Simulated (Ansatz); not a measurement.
Ge₃F₈. The state is a triplet with charge 0. Geometry PBE-D4/def2-SVP, that of the neutral singlet; atoms count from 1.

Cartesian coordinates in Å:
```
Ge -0.710 -0.245 2.025
F 0.034 -0.768 3.502
F -2.110 -1.238 1.763
F -1.279 1.378 2.269
Ge 0.813 -0.341 0.095
F 1.277 -2.010 -0.121
F 2.261 0.529 0.533
Ge 0.084 0.506 -2.097
F -0.308 2.196 -2.009
F -1.350 -0.319 -2.627
F 1.288 0.312 -3.332
```

At PBE0-D4/def2-TZVP a singlet of charge 0 lies 4.97 eV below the triplet at the same geometry.

Problem. Estimate the Mulliken populations from the PBE0/def2-TZVP orbitals of Ansatz.

Solution. 
```
atom  charge (e)  spin (α − β)
 Ge1        0.93          0.47
  F2       -0.31          0.11
  F3       -0.31          0.06
  F4       -0.31          0.06
 Ge5        0.62          0.50
  F6       -0.31          0.06
  F7       -0.31          0.06
 Ge8        0.93          0.47
  F9       -0.31          0.06
 F10       -0.31          0.06
 F11       -0.31          0.11
```
Mulliken values depend strongly on the basis.

Problem. Where does the spin sit?

Solution. Summed by element: Ge 1.43, F 0.57, of 2 unpaired in all. Largest on single atoms: Ge5 0.50, Ge1 0.47, Ge8 0.47.

Problem. And the Mayer bond orders between heavy atoms (over 0.3)?

Solution. Ge1–F2 0.96 (1.74 Å); Ge1–F3 0.98 (1.74 Å); Ge1–F4 0.98 (1.74 Å); Ge1–Ge5 0.52 (2.46 Å); Ge5–F6 0.99 (1.75 Å); Ge5–F7 0.99 (1.75 Å); Ge5–Ge8 0.52 (2.46 Å); Ge8–F9 0.98 (1.74 Å); Ge8–F10 0.98 (1.74 Å); Ge8–F11 0.96 (1.74 Å).
